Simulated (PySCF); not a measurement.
C₃H₇BO₂. Atoms are numbered in the order given.

```xyz
13

C     -1.7208     1.5395    -0.1746
B     -0.7343     0.3398     0.0476
C     -1.2137    -1.1450     0.2123
O      0.6190     0.6925     0.1208
C      1.6853    -0.1369     0.0980
O      1.6989    -1.2575    -0.3200
H     -2.4784     1.2915    -0.9378
H     -1.2237     2.4826    -0.4452
H     -2.2899     1.7060     0.7597
H     -0.6448    -1.7060     0.9703
H     -2.2897    -1.2143     0.4327
H     -1.0271    -1.6754    -0.7394
H      2.5765     0.3912     0.5006
```
Charge 0, spin multiplicity 1.

Geometry: B3LYP-D3(BJ)/def2-SVP. The values are those of a single conformer.

Calculation: PBE/def2-TZVP in PySCF.

Atomic charges (e):

```
atom    IAO      Löwdin
----  -----  ----------
C1    -0.59       -0.26
B2     0.42  (withheld)
C3    -0.60       -0.26
O4    -0.34  (withheld)
C5     0.38       -0.42
O6    -0.39        0.15
H7     0.17  (withheld)
H8     0.16  (withheld)
H9     0.17  (withheld)
H10    0.17  (withheld)
H11    0.15  (withheld)
H12    0.18  (withheld)
H13    0.12        0.12
```

### Question
Fill in the missing entries. (An estimate is asked for; the answer gives what the named calculation found.)

### Answer

- B2, Löwdin: -0.66
- O4, Löwdin: 0.41
- H7, Löwdin: 0.16
- H8, Löwdin: 0.14
- H9, Löwdin: 0.16
- H10, Löwdin: 0.15
- H11, Löwdin: 0.14
- H12, Löwdin: 0.17

Computed Mayer and Wiberg (Löwdin basis) orders of the bonds:
```json
[
 {"bond": "C1–B2", "Mayer": "1.08", "Wiberg": "1.33"},
 {"bond": "B2–C3", "Mayer": "1.09", "Wiberg": "1.33"},
 {"bond": "B2–O4", "Mayer": "1.14", "Wiberg": "1.63"},
 {"bond": "O4–C5", "Mayer": "1.11", "Wiberg": "1.63"},
 {"bond": "C5–O6", "Mayer": "2.11", "Wiberg": "2.80"},
 {"bond": "C1–H7", "Mayer": "0.94", "Wiberg": "0.85"},
 {"bond": "C1–H8", "Mayer": "0.95", "Wiberg": "0.87"},
 {"bond": "C1–H9", "Mayer": "0.92", "Wiberg": "0.84"},
 {"bond": "C3–H10", "Mayer": "0.94", "Wiberg": "0.85"},
 {"bond": "C3–H11", "Mayer": "0.94", "Wiberg": "0.86"},
 {"bond": "C3–H12", "Mayer": "0.92", "Wiberg": "0.83"},
 {"bond": "C5–H13", "Mayer": "0.94", "Wiberg": "0.88"}
]
```
